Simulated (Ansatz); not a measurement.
Z-matrix (Å, degrees):
```
Si
C 1 1.872
H 1 1.489 2 109.6
H 1 1.488 2 111.4 3 119.9
H 1 1.487 2 110.4 3 -119.3
Si 2 1.877 1 113.9 3 63.9
H 2 1.095 1 108.6 3 -57.6
H 2 1.095 1 109.3 3 -174.3
Sb 6 2.579 2 110.4 1 -57.0
H 6 1.488 2 109.6 1 65.9
H 6 1.490 2 110.4 1 -175.1
H 9 1.709 6 90.2 2 175.8
H 9 1.708 6 91.8 2 84.2
```

Total charge 0; spin multiplicity 1. Sb: def2 effective core potential.

(1) List the B3LYP/def2-TZVPP orbital energies in eV (Ansatz). (Estimate.)

## Answers

(1) The calculation gave: Occupied: -1799.07, -1798.92, -276.69, -155.22, -143.60, -143.47, -107.00, -106.97, -106.87, -98.93, -98.90, -98.89, -98.79, -98.78, -98.78, -35.10, -35.07, -35.00, -34.97, -34.92, -19.48, -15.88, -14.48, -13.55, -11.91, -10.61, -9.62, -9.53, -9.29, -9.10, -8.60, -8.10, -6.89. Lowest empty: -0.61, -0.43, 0.09, 0.33, 0.58, 1.15, 1.37, 1.50.

B3LYP here is the variant with VWN-RPA as its local correlation; programs differ in this.
